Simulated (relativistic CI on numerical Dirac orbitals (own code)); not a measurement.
d7 in a ligand field

Computed with a parametric ligand-field model of a d^n configuration (Racah B and C, spin-orbit zeta, crystal field), exact diagonalisation.

Field parameters in Wybourne normalisation: D4h B²₀ = −7Ds, B⁴₀ = 21(Dq − Dt), B⁴₄ = 21√(5/14) Dq; Td as Oh with Dq negative (B⁴₀ = 21Dq, B⁴₄ = √(5/14) B⁴₀). The field is a parameter set, without covalency.

Ground term and bands for B = 900, C = 3800, ζ = 0 cm⁻¹, D4h, 10Dq = 35500, Ds = -1500, Dt = -60 cm⁻¹?

Ground term 2B1 with 1.02 electrons in the two orbitals of the cubic e set. Spin-allowed: 2A1 6135 cm⁻¹ (1630 nm), 2E 34045 cm⁻¹ (294 nm), 2B2 34415 cm⁻¹ (291 nm), 2E 37382 cm⁻¹ (268 nm). Lowest spin-forbidden: 4E 19192 cm⁻¹ (521 nm), 4A2 23181 cm⁻¹ (431 nm), 4E 53679 cm⁻¹ (186 nm).

Ground term and bands for B = 460, C = 2220, ζ = 0 cm⁻¹, D4h, 10Dq = 38450, Ds = -150, Dt = 770 cm⁻¹?

Ground term 2A1 with 1.01 electrons in the two orbitals of the cubic e set. Spin-allowed: 2B1 3233 cm⁻¹ (3093 nm), 2E 30889 cm⁻¹ (324 nm), 2E 32556 cm⁻¹ (307 nm), 2E 35608 cm⁻¹ (281 nm). Lowest spin-forbidden: 4E 23628 cm⁻¹ (423 nm), 4A2 27894 cm⁻¹ (358 nm), 4B2 53337 cm⁻¹ (187 nm).

Ground term and bands for B = 610, C = 2260, ζ = 0 cm⁻¹, D4h, 10Dq = 36150, Ds = -500, Dt = 460 cm⁻¹?

Ground term 2A1 with 1.01 electrons in the two orbitals of the cubic e set. Spin-allowed: 2B1 314 cm⁻¹, 2E 30528 cm⁻¹ (328 nm), 2E 30973 cm⁻¹ (323 nm), 2A2 34327 cm⁻¹ (291 nm). Lowest spin-forbidden: 4E 21044 cm⁻¹ (475 nm), 4A2 24775 cm⁻¹ (404 nm), 4B2 51585 cm⁻¹ (194 nm).

Ground term and bands for B = 890, C = 4140, ζ = 0 cm⁻¹, D4h, 10Dq = 20150, Ds = -1500, Dt = 840 cm⁻¹?

Ground term 4E with 2.03 electrons in the two orbitals of the cubic e set. Spin-allowed: 4A2 7437 cm⁻¹ (1345 nm), 4B2 11518 cm⁻¹ (868 nm), 4E 18822 cm⁻¹ (531 nm), 4A2 22598 cm⁻¹ (443 nm). Lowest spin-forbidden: 2B1 5875 cm⁻¹ (1702 nm), 2A1 7368 cm⁻¹ (1357 nm), 2E 16656 cm⁻¹ (600 nm).

A d7 ion in Td symmetry has the ground term 4A2 and bands at 4T2 1450 cm⁻¹, 4T1 2565 cm⁻¹, 2E 9517 cm⁻¹ (1051 nm), 2T1 9738 cm⁻¹ (1027 nm), 4T1 10035 cm⁻¹ (996 nm), 2A1 10070 cm⁻¹ (993 nm). Which parameters reproduce them?

B = 550, C = 2140, ζ = 0 cm⁻¹, Td, 10Dq = -1450 cm⁻¹.
